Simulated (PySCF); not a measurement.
Compound: C3H8SeSi.
Z-matrix (Å and degrees, PBE0-D3(BJ)/def2-SVP geometry), rows numbered from 1:
```
Si
Se  1  2.2781
C   2  1.9357  1   95.53
C   3  1.4981  2  118.35  1  -140.28
C   4  1.4980  3   60.11  2   111.10
H   1  1.4925  2  106.38  3  -178.98
H   1  1.4946  2  111.16  3    61.45
H   1  1.4947  2  111.31  3   -59.48
H   3  1.0938  2  112.98  1    76.97
H   4  1.0933  3  117.48  5   109.28
H   4  1.0933  3  117.83  5  -107.59
H   5  1.0936  3  117.55  4  -109.04
H   5  1.0936  3  117.59  4   107.65
```

Method: PySCF, PBE0-D3(BJ)/def2-SVP geometry optimisation, gas phase.

Masses are those of the commonest isotopes; rigid-rotor values at the optimised geometry. The values belong to one conformer with, in the numbering `[SiH3:1][Se:2][CH:3]1[CH2:4][CH2:5]1`, Si1–Se2–C3–C4 -140°.

Problem. What are A, B and C (cm⁻¹)?

Solution. Ia = 122.33, Ib = 288.87, Ic = 383.54 u·Å²; 505379 MHz·u·Å²/I gives 4131, 1749 and 1318 MHz, that is A = 0.13781, B = 0.05836, C = 0.04395 cm⁻¹.

Problem. What kind of rotor is it?

Solution. An asymmetric top; Ray's κ = -0.693.

Problem. Is it planar, by Δ = Ic − Ia − Ib?

Solution. Not planar: Δ = Ic − Ia − Ib = -27.65 u·Å². For a rigid frame Δ = −2 Σ m c², so Σ m c² = 13.83 u·Å² lies off the ab plane: 8.58 from hydrogen and 5.25 from heavier atoms. The atom farthest from that plane is 1.65 Å away.

Problem. Give the other two planar moments, Paa and Pbb, and the rms extents of the mass along the axes.

Solution. Paa = Σ m a² = (Ib + Ic − Ia)/2 = 275.05 and Pbb = Σ m b² = (Ia + Ic − Ib)/2 = 108.50 u·Å². With the mass M = 151.96 u, the rms extents √(P/M) along a, b and c are 1.35, 0.84, 0.30 Å.

Problem. List the rotational levels J(Ka,Kc) to J = 3 (cm⁻¹).

Solution. Above 0(0,0):
J = 1: 1(0,1) 0.1023, 1(1,1) 0.1818, 1(1,0) 0.1962
J = 2: 2(0,2) 0.3051, 2(1,2) 0.3720, 2(1,1) 0.4152, 2(2,1) 0.6535, 2(2,0) 0.6553
J = 3: 3(0,3) 0.6051, 3(1,3) 0.6562, 3(1,2) 0.7425, 3(2,2) 0.9605, 3(2,1) 0.9692, 3(3,1) 1.3948, 3(3,0) 1.3949
Those of J = 1 are B + C, A + C and A + B.

Problem. Predict some low-J microwave lines.

Solution. The dipole components are |μa| = 0.96 D, |μb| = 1.06 D, |μc| = 0.28 D. Intensities carry the squares of the components, which stand as 0.81 : 1.00 : 0.07 (a : b : c). Some lines, for components of 0.1 D or more:

| type | branch | J(Ka,Kc) | MHz | lower level (cm⁻¹) |
| --- | --- | --- | --- | --- |
| c | Q | 1(1,1) ← 1(0,1) | 2382 | 0.102 |
| b | Q | 1(1,0) ← 1(0,1) | 2814 | 0.102 |
| a | R | 1(0,1) ← 0(0,0) | 3067 | 0.000 |
| b | Q | 2(1,1) ← 2(0,2) | 3299 | 0.305 |
| b | R | 2(0,2) ← 1(1,1) | 3699 | 0.182 |
| a | R | 2(1,2) ← 1(1,1) | 5702 | 0.182 |
| a | R | 2(0,2) ← 1(0,1) | 6081 | 0.102 |
| a | R | 2(1,1) ← 1(1,0) | 6566 | 0.196 |
| c | Q | 2(2,1) ← 2(1,1) | 7146 | 0.415 |
| b | Q | 2(2,0) ← 2(1,1) | 7199 | 0.415 |
| b | R | 2(1,2) ← 1(0,1) | 8084 | 0.102 |
| b | Q | 2(2,1) ← 2(1,2) | 8441 | 0.372 |
| c | R | 2(1,1) ← 1(0,1) | 9380 | 0.102 |
| c | R | 2(2,0) ← 1(1,0) | 13766 | 0.196 |
| c | R | 2(2,1) ← 1(1,1) | 14144 | 0.182 |

Problem. Estimate the classical rotational partition function at 25 K, 200 K and 298.15 K.

Solution. Point group C1, symmetry number σ = 1; q = (√π/σ)·√((kT/h)³/(ABC)), k/h = 20836.6 MHz/K: 6830 at 25 K, 155000 at 200 K, 281000 at 298.15 K.

No PBE0-D3(BJ)/def2-SVP frequencies stand behind this structure, so it isn't proved a minimum. Zero-point vibration and centrifugal distortion are left out. A rigid rotor knows nothing of internal rotation, which can split or shift real lines.

The run took 80 s wall on an Arm Neoverse V1 with one thread, shared host with 32 logical CPUs at a one-minute load of 16, and the process peaked at 0.51 GiB of memory. This is the geometry optimisation.
